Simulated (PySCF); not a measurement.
**Two-photon absorption: 5,5-dimethylhexan-1-ol (SMILES CC(C)(C)CCCCO)**

Geometry (Å), atoms numbered from 1 in this order:
```xyz
27

C    -2.059    1.233   -1.101
C    -1.943    0.305    0.111
C    -2.250   -1.133   -0.314
C    -2.961    0.739    1.168
C    -0.539    0.401    0.738
C     0.642    0.020   -0.144
C     1.979    0.146    0.572
C     3.168   -0.231   -0.294
O     4.401   -0.050    0.348
H    -1.811    2.272   -0.831
H    -3.086    1.227   -1.499
H    -1.389    0.927   -1.919
H    -2.145   -1.829    0.534
H    -1.581   -1.476   -1.118
H    -3.283   -1.216   -0.689
H    -2.911    0.091    2.057
H    -3.988    0.691    0.773
H    -2.775    1.774    1.497
H    -0.392    1.435    1.098
H    -0.524   -0.233    1.644
H     0.523   -1.016   -0.507
H     0.659    0.656   -1.046
H     2.125    1.179    0.932
H     1.974   -0.494    1.475
H     3.191    0.410   -1.191
H     3.044   -1.272   -0.661
H     4.406   -0.602    1.137
```

Theory: TDDFT CAM-B3LYP/def2-SVPD excited states, vertical, gas phase in PySCF 2.14.0. Geometry: PBE0-D3(BJ)/def2-SVP.

Give the one- and two-photon strengths of the lowest singlets.

δ for parallel linear polarisation; σ at the peak of a Lorentzian of half width 0.1 eV, single beam; Ω is circular over linear.
```
state  E (eV)      f  photon λ (nm)  δ (au)  σ (GM)     Ω                                  main
   S1    6.99  0.007            355    13.1    0.23  1.43      HOMO→LUMO+1 0.59, HOMO→LUMO 0.29
   S2    8.13  0.020            305    29.6    0.72  0.23      HOMO→LUMO+2 0.35, HOMO→LUMO 0.29
   S3    8.41  0.013            295    14.3    0.37  1.00    HOMO−1→LUMO 0.25, HOMO→LUMO+2 0.25
   S4    8.50  0.007            292    26.7    0.71  1.34  HOMO−1→LUMO+1 0.26, HOMO−4→LUMO 0.10
   S5    8.70  0.028            285    9.27    0.26  1.41    HOMO→LUMO+3 0.46, HOMO→LUMO+6 0.39
   S6    8.77  0.056            283    19.4    0.55  0.74    HOMO−2→LUMO 0.46, HOMO−3→LUMO 0.16
```
